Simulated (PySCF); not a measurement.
# RuOCl + HCl → HRuO + Cl₂

Level: PBE0 in the def2-TZVP basis family, computed in PySCF with density fitting; scalar-relativistic core potentials for atoms from Rb on, none lighter, no spin–orbit coupling; open shells unrestricted.

```tsv
species	state and structure	E (Eh)	ZPE (kJ/mol)	H(298 K) − H(0) (kJ/mol)	S° (J/(mol K))
RuOCl	quartet, Cs, Ru–Cl 2.215 Å, Ru–O 1.666 Å; Cl–Ru–O 124.7°	-630.11669	9.3	12.5	303.0
HCl	singlet, C∞v, H–Cl 1.279 Å	-460.66440	17.9	8.7	186.6
HRuO	quartet, Cs, Ru–H 1.590 Å, Ru–O 1.672 Å; H–Ru–O 104.0°	-170.59274	21.7	10.5	265.2
Cl₂	singlet, D∞h, Cl–Cl 1.982 Å	-920.08940	3.5	9.1	222.5
```

(1) What is the electronic reaction energy?

(2) Add zero-point, thermal and entropy terms for 298.15 K and 1 bar.

Answers

(1) At PBE0/def2-TZVP, ΔE = 259.8 kJ/mol from the differences of the total energies times 2625.5, uphill. 

(2) ΔZPE = -2.0 and Δ[H(298) − H(0)] = -1.6 kJ/mol give ΔH° = 256.2 kJ/mol. ΔS° = -1.9 J/(mol K), so ΔG° = 256.2 − 298.15 × (-0.0019) = 257 kJ/mol.

Open d or f shells are single determinants, so the state found may not be the ground state. Each species is the lowest minimum found with this bonding; other isomers or fragments can lie lower.
